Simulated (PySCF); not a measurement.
Diatomics of I with the chalcogens

PBE with triple-zeta basis sets in PySCF, for the lowest determinant that a PBE0 search found; no spin–orbit coupling. De refers to high-spin ground-configuration atoms. A positive dipole means M(−)I(+).

```csv
M,basis,state (unpaired electrons),Re (Å),ωe (cm⁻¹),De (eV),μ (D)
O,def2-TZVPP,doublet (π ↑),1.888,683,3.18,2.50
S,x2c-TZVPPall,doublet (π ↑),2.323,401,2.81,1.26
Se,def2-TZVPP,doublet (π ↑),2.466,267,2.60,0.73
Te,x2c-TZVPPall,doublet (π ↑),2.676,213,2.46,-0.19
```

The shortest bond is that of IO (1.888 Å), the longest that of TeI (2.676 Å).

The rows differ in basis set, which adds steps of its own.

Relativity is treated differently too: O scalar-relativistic core potentials; S spin-free X2C; Se scalar-relativistic core potentials; Te spin-free X2C.

Down a group bonds as a rule get longer and wavenumbers fall, partly through the reduced mass; this series shows no clear exception.

Spin–orbit coupling is left out, which matters for elements this heavy, above all for dissociation energies. States were picked by a PBE0 search and need not be the measured ground states.
